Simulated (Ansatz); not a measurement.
Ideal-gas functions of BFH3NTe, SMILES `NB(F)[TeH]` at 400 K and 1 bar, from an Ansatz frequency run at PBE0-D4/def2-TZVP.

Molar mass 174.44 g/mol, point group Cs (symmetry number 1), electronic degeneracy 1, moments of inertia 53.942, 254.566, 308.509 u Å². Harmonic wavenumbers (cm⁻¹, unscaled): 199, 217, 276, 431, 477, 519, 578, 620, 902, 1206, 1412, 1623, 2154, 3622, 3740.

Use S(trans) = R[1.5 ln M + 2.5 ln T − 1.1517]; rotational temperatures θ = 24.2544 K / I; S(rot) = R[ln(√π/σ · √(T³/θAθBθC)) + 1.5]; for each mode x = 1.438777 ν̃/T, S = R[x/(eˣ − 1) − ln(1 − e⁻ˣ)] and H = RT x/(eˣ − 1); 1 cm⁻¹ = 0.0119627 kJ/mol; R = 8.31446 J/(mol·K).

By hand: the entropy, in J/(mol·K).

Translation 179.3. Rotation: θ = 0.4496, 0.0953, 0.0786 K, giving 115.6. Vibration, mode by mode: 11.27, 10.58, 8.71, 5.45, 4.78, 4.24, 3.58, 3.18, 1.43, 0.59, 0.32, 0.17, 0.03, 0.00, 0.00, in all 54.3. Electronic 0.0. Sum 349.2 J/(mol·K).

By hand: H − E and G − E in kJ/mol, counted from the electronic energy.

Zero-point energy ½ × 17976 × 0.0119627 = 107.5; thermal vibration 12.9; translation, rotation and pV give 4 RT = 13.3. H − E = 133.7 kJ/mol, and G − E = 133.7 − 400 × 349.2/1000 = -6.0 kJ/mol.

Vibration gives 16 % of the entropy. The sum counts one conformer and one mirror image; others add a mixing term.
